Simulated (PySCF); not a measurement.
A GIAO shielding run with PySCF (density fitting, non-relativistic, gas phase) on SMILES C=CC[Si@](N)(S)C#N, C4H8N2SSi:

```
$ OMP_NUM_THREADS=1 python probes_run.py task.json out

{"job": {"kind": "nmr", "xc": "PBE0", "basis": "pcSseg-1"}, "charge": 0, "multiplicity": 1}
C      2.356340    -0.919282    -0.102011
C      1.581063     0.142829    -0.239472
C      0.228319     0.116238    -0.859679
Si    -1.121115     0.117563     0.489745
N     -1.073159     1.596553     1.358799
S     -0.812303    -1.476325     1.903973
C     -2.761543    -0.248760    -0.341502
N     -3.770578    -0.444445    -0.845874
H      2.066987    -1.885247    -0.485184
H      3.319377    -0.865618     0.375949
H      1.895257     1.100554     0.152837
H      0.090263     0.989830    -1.495627
H      0.118039    -0.771105    -1.483755
H     -1.472146     1.651914     2.282472
H     -1.140680     2.481467     0.883329
H      0.488279    -1.577221     1.662073
```

Hardware: 1 thread of an Arm Neoverse N1, shared host. The job also computes population analyses, field gradients.

(1) How large is the calculation?

(2) How long does it take, and how much memory does it need?

## Answers

(1) 76 electrons, 190 basis functions and 1022 auxiliary functions.

(2) 52 s of wall time, with 14 SCF cycles and 5 response iterations; peak memory 0.8 GiB. Times on a shared host scatter by some tens of per cent.
